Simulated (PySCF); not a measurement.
C₄H₁₃NSi. Atoms are numbered in the order given.

```xyz
19

C     -1.7075    -1.2893     0.6321
C     -0.9900     0.0157     0.2670
C     -1.7229     0.7673    -0.8535
N      0.4339    -0.2027    -0.0245
C      0.7563    -1.0266    -1.1769
Si     1.6301     0.8707     0.6395
H     -2.7293    -1.0809     0.9862
H     -1.1620    -1.8182     1.4281
H     -1.7937    -1.9650    -0.2337
H     -1.0188     0.6575     1.1650
H     -1.7744     0.1647    -1.7747
H     -2.7568     1.0036    -0.5559
H     -1.2096     1.7116    -1.0935
H      1.8412    -1.2117    -1.2125
H      0.4708    -0.5708    -2.1459
H      0.2656    -2.0133    -1.1197
H      1.8130     2.1714    -0.0909
H      2.9477     0.1706     0.6173
H      1.2318     1.2070     2.0372
```

Geometry: B3LYP-D3(BJ)/def2-SVP. One conformer was computed; it need not be the lowest.

Method: PBE/def2-TZVP run with PySCF.

ESP charges are fitted to the potential on shells at 1.4 to 2.0 van der Waals radii. Atomic charges (e):

| atom | ESP fit | Löwdin |
|---|---|---|
| C1 | -0.69 | -0.30 |
| C2 | 0.59 | -0.36 |
| C3 | -0.59 | -0.30 |
| N4 | -0.22 | 0.01 |
| C5 | -0.40 | (withheld) |
| Si6 | 0.16 | 0.15 |
| H7 | 0.17 | (withheld) |
| H8 | 0.15 | (withheld) |
| H9 | 0.18 | (withheld) |
| H10 | -0.01 | 0.15 |
| H11 | 0.15 | (withheld) |
| H12 | 0.14 | (withheld) |
| H13 | 0.14 | (withheld) |
| H14 | 0.16 | (withheld) |
| H15 | 0.13 | (withheld) |
| H16 | 0.12 | (withheld) |
| H17 | -0.06 | (withheld) |
| H18 | -0.04 | (withheld) |
| H19 | -0.06 | (withheld) |

Task: Some entries are withheld; supply them. (Estimate from the structure and the level; the computed values follow.)

Result: 
- C5, Löwdin: -0.34
- H7, Löwdin: 0.13
- H8, Löwdin: 0.13
- H9, Löwdin: 0.12
- H11, Löwdin: 0.12
- H12, Löwdin: 0.13
- H13, Löwdin: 0.13
- H14, Löwdin: 0.12
- H15, Löwdin: 0.11
- H16, Löwdin: 0.11
- H17, Löwdin: -0.05
- H18, Löwdin: -0.04
- H19, Löwdin: -0.03

Task: Give the Mayer and Wiberg (Löwdin basis) orders of the bonds. (An estimate is asked for; the answer gives what the named calculation found.)

Result: 
| bond | Mayer | Wiberg |
|---|---|---|
| C1–C2 | 0.99 | 1.23 |
| C2–C3 | 0.99 | 1.23 |
| C2–N4 | 0.97 | 1.23 |
| N4–C5 | 0.98 | 1.34 |
| N4–Si6 | 1.20 | 1.35 |
| C1–H7 | 0.96 | 0.90 |
| C1–H8 | 0.97 | 0.90 |
| C1–H9 | 0.96 | 0.90 |
| C2–H10 | 0.93 | 0.79 |
| C3–H11 | 0.96 | 0.90 |
| C3–H12 | 0.96 | 0.90 |
| C3–H13 | 0.97 | 0.90 |
| C5–H14 | 0.96 | 0.90 |
| C5–H15 | 0.96 | 0.92 |
| C5–H16 | 0.96 | 0.91 |
| Si6–H17 | 0.91 | 0.96 |
| Si6–H18 | 0.94 | 0.95 |
| Si6–H19 | 0.94 | 0.95 |
